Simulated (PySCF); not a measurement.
## Ionisation energy of Be+ by level of theory

Be+ [He] 2s1 (2S) → Be(2+) 1s2 (1S), as a difference of total energies. Computed with PySCF 2.14 in cc-pVTZ-DK, with the spin-free X2C one-electron Hamiltonian (Gaussian nucleus). The calculations carry no spin-orbit coupling.

```csv
method,ionisation energy (eV)
UHF,18.128
MN15,18.017
M06-L,17.663
```

For comparison: 18.211 eV (measured; NIST Atomic Spectra Database, ionization energies).
